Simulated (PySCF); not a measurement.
Input of a run (PBE0-D3(BJ)/def2-SVP geometry optimisation, gas phase (PySCF 2.14.0)), started from GFN2-xTB:
```
{"job": {"xc": "PBE0", "basis": "def2-SVP", "d3": "d3bj", "grid": 1, "maxiter": 40, "shake": 0.03, "kind": "geom"}, "charge": 0, "multiplicity": 1}
Al    -1.186510    -0.972830    -0.838740
F     -2.323700     0.269930    -1.289950
F     -1.699440    -2.440330    -1.316680
N      0.349720    -0.532770     0.030200
Si     0.896550     0.941020     0.630180
H      0.789790    -1.341960     0.259870
H      2.333970     1.011840     0.226650
H      0.881730     0.941680     2.113030
H      0.090630     2.053990     0.159770
```

Output (energies in Eh, forces in Eh/bohr):
```
step   0  E = -788.09256355  max force = 0.082631
step   1  E = -788.10921061  max force = 0.021493
step   2  E = -788.11058006  max force = 0.007012
step   3  E = -788.11083616  max force = 0.002563
step   4  E = -788.11089876  max force = 0.001451
step   5  E = -788.11092639  max force = 0.001208
step   6  E = -788.11097994  max force = 0.001593
step   7  E = -788.11101939  max force = 0.001069
step   8  E = -788.11107528  max force = 0.001214
step   9  E = -788.11111264  max force = 0.002037
step  10  E = -788.11114190  max force = 0.002775
step  11  E = -788.11116039  max force = 0.001780
step  12  E = -788.11117304  max force = 0.001216
step  13  E = -788.11118139  max force = 0.001440
step  14  E = -788.11118744  max force = 0.001692
step  15  E = -788.11119899  max force = 0.000779
step  16  E = -788.11120342  max force = 0.000375
optimisation converged
```

Task: Summarise the run.

Result: The energy falls by 11.7 kcal/mol over 17 energy and gradient evaluations, the largest force component goes from 0.0826 to 3.8e-04 Eh/bohr, and the atoms move by 0.147 Å rms after alignment. The bond that changes most is Al1–F2 (ends: aluminium bonded to 2 F and N; fluorine bonded to Al), which shortens by 0.092 Å. Bonds longer at the end by more than 0.005 Å: 5 of 8; shorter: 2. Among the angles that change most is F3–Al1–N4, from 128.7° to 119.8°. Among the dihedrals that turn most is Al1–N4–Si5–H7, from -136° to -116°. The energy never rose by more than 1e-6 Eh on the way. The first step brought 89 % of the lowering.

Task: What are the final bond lengths?

Result: Al1–F2 1.651 Å, Al1–F3 1.654 Å, Al1–N4 1.764 Å, N4–Si5 1.745 Å, N4–H6 1.019 Å, Si5–H7 1.497 Å, Si5–H8 1.496 Å, Si5–H9 1.491 Å. Numbering counts from 1 in the input's order; the species is (F)2Al-NH-SiH3 (AlF2H4NSi).

The run used 98 basis functions and 103 SCF cycles in all. Hardware: one thread of an Arm Neoverse N1 (shared host). Cost: 86 s wall, 0.38 GiB resident at most.

No PBE0-D3(BJ)/def2-SVP frequencies stand behind this structure, so it isn't proved a minimum.
